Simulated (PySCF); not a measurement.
# Multinuclear NMR of C9H11N

Atoms are numbered as in `[cH:1]1[cH:2][c:3]([CH:4]2[CH2:5][CH2:6][CH2:7]2)[cH:8][cH:9][n:10]1` (H(Xn): hydrogen on atom n). Ha(C5), Ha(C6), Ha(C7) are cis to C3 on the ring; Hb(C5), Hb(C6), Hb(C7) are trans to C3 on the ring.

How the numbers were obtained: shielding tensors at PBE0/pcSseg-1 (GIAO), PBE0-D3(BJ)/def2-SVP geometry, in PySCF 2.14.0 with density-fitted response routines (one computed conformer, rapidly exchanging positions averaged, no solvent, non-relativistic Hamiltonian).

Predict the ¹⁵N NMR data.

Answers


| atoms | environment | σ (ppm) | δ (ppm) |
| --- | --- | --- | --- |
| N10 | pyridine-type ring nitrogen | -92.2 | -66.1 |

Shieldings were converted by a linear fit to measured shifts: ¹⁵N (scatter 7.2 ppm rms vs CH3NO2, solution or neat liquid). A few per cent of atoms miss by over 2 rms, more outside the fitted compound classes.

On a 300 MHz spectrometer ¹⁵N resonates near 30.4 MHz, so 1 ppm is 30.4 Hz.
